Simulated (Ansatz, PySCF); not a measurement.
trisilylamine (H₉NSi₃), SMILES N([SiH3])([SiH3])[SiH3].

Geometry optimised at B3LYP-D3(BJ)/def2-SVP. The geometry has at least one imaginary mode, so it is a saddle point at that level.

Vertical ionisation energy (IE) and electron affinity (EA) in eV. Rows of orbital energies are one-electron estimates. Where ΔSCF, EOM or ADC give a negative EA the extra electron is unbound and the value depends on the basis.

```tsv
level	IE	EA
−ε(HOMO), −ε(LUMO), CAM-B3LYP/def2-TZVP (PySCF)	9.01	-0.62
−ε(HOMO), −ε(LUMO), PBE/def2-TZVP (PySCF)	6.40	1.30
ΔSCF, PBE0/def2-SVPD (Ansatz), final states of multiplicity 2 and 2	9.36	-0.98
ΔSCF, PBE/def2-SVPD (Ansatz), final states of multiplicity 2 and 2	9.08	-0.74
```

Question: What vertical singlet–triplet gap does ΔSCF give with PBE0/def2-SVPD (Ansatz, a quantum-chemistry and plane-wave program) and with PBE/def2-SVPD (Ansatz)? (An estimate is asked for; the answer gives what the named calculation found.)

Answer: 5.49 and 5.05 eV (triplet above singlet where positive).
